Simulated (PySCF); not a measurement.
PySCF input file for C4H4F2, SMILES C1(F)[C@@H](CC=1)F, PBE0/pcSseg-1. Coordinates come from a PBE-D3(BJ)/def2-SVP optimisation. The structure was generated by enumeration; whether it is a known compound was not checked.

```python
import numpy as np
from pyscf import gto, scf, dft
from pyscf.prop.nmr import rks as nmr

mol = gto.M(
    atom='''
    F     1.89463066   -0.51538292   -0.28014737
    C     0.66201397   -0.02635148   -0.36400090
    C    -0.08703144    0.46934003   -1.37170578
    C    -1.27084213    0.72338572   -0.44448222
    C    -0.34076542    0.25121844    0.72579739
    F    -0.78896845   -0.82304970    1.46695840
    H     0.08874415    0.67165516   -2.43673669
    H    -2.13071282    0.03505143   -0.57403417
    H    -1.63722330    1.76948985   -0.37410554
    H    -0.05201798    1.06414066    1.42992629
    ''',
    basis='pcSseg-1',
    charge=0,
    spin=0,
    max_memory=1600,
    verbose=3,
)
mf = dft.RKS(mol, xc='pbe0')
mf.grids.level = 3
mf.conv_tol = 1e-10
mf.max_cycle = 100
mf.kernel()
n = nmr.NMR(mf)
n.verbose = 2
n.max_cycle_cphf = 60
sigma = n.kernel()
print('atom   isotropic/ppm   span/ppm')
for i, s in enumerate(sigma):
    w = np.linalg.eigvalsh((s + s.T) / 2)
    print(f'{mol.atom_symbol(i):2s}{i + 1:3d} {w.mean():14.3f} {w[2] - w[0]:11.3f}')
```

It prints:

```
converged SCF energy = -354.040892595918
atom   isotropic/ppm   span/ppm
F   1        255.899     206.099
C   2         19.717     155.400
C   3         67.664     169.081
C   4        150.663      33.022
C   5         91.430      72.799
F   6        368.040      36.354
H   7         25.827       6.096
H   8         28.688       8.219
H   9         28.633       8.426
H  10         25.623       6.435
```

The run converged.

Cost: very roughly 17 core-seconds.
